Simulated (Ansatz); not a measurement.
**Abstraction of Br: CHBr3 + C2H5Mg → CHBr2 + C2H5BrMg**

Species: CHBr3 (bromoform) `BrC(Br)Br`, singlet; C2H5Mg `C[CH2][Mg]`, doublet; CHBr2 `Br[CH]Br`, doublet; C2H5BrMg `C[CH2][Mg][Br]`, singlet. A radical takes Br: the energy is the difference in strength between the C–Br bond broken and the Mg–Br bond made.

Shapes, held fixed at every level: PBE0-D4/def2-TZVP. Programs: Ansatz 0.2.0. The zero-point and thermal change to 298 K, harmonic and unscaled (PBE0-D4/def2-TZVP), is -2.6 kJ/mol.

(1) Estimate ΔH(298 K) of this reaction.

## Answers

(1) The highest level, CCSD(T)/def2-TZVPP, gives ΔH(298 K) = -163.1 kJ/mol; the levels span -216.2 to -145.5. The column of differences is taken from that level and isn't an error. No measured value is set beside it here. Open shells run unrestricted unless RO is named. Relativity is left out for Br unless named. Correlated rows may include outer-core shells of Br, Mg, which these sets cover unevenly.

| level | kind | ΔH(298 K) (kJ/mol) | less CCSD(T)/def2-TZVPP |
| --- | --- | --- | --- |
| HF/def2-TZVPP | Hartree–Fock | -216.2 | -53.1 |
| B3LYP-D4/def2-TZVPP | global hybrid | -161.8 | +1.3 |
| r2SCAN0-D4/def2-TZVPP | global hybrid | -184.6 | -21.5 |
| B2PLYP/def2-TZVPP | double hybrid | -172.0 | -8.9 |
| MP2/def2-SVP | perturbation theory | -170.6 | -7.5 |
| MP2/def2-TZVPP | perturbation theory | -145.5 | +17.6 |
| CCSD(T)/def2-TZVPP | coupled cluster or CI | -163.1 | 0.0 |
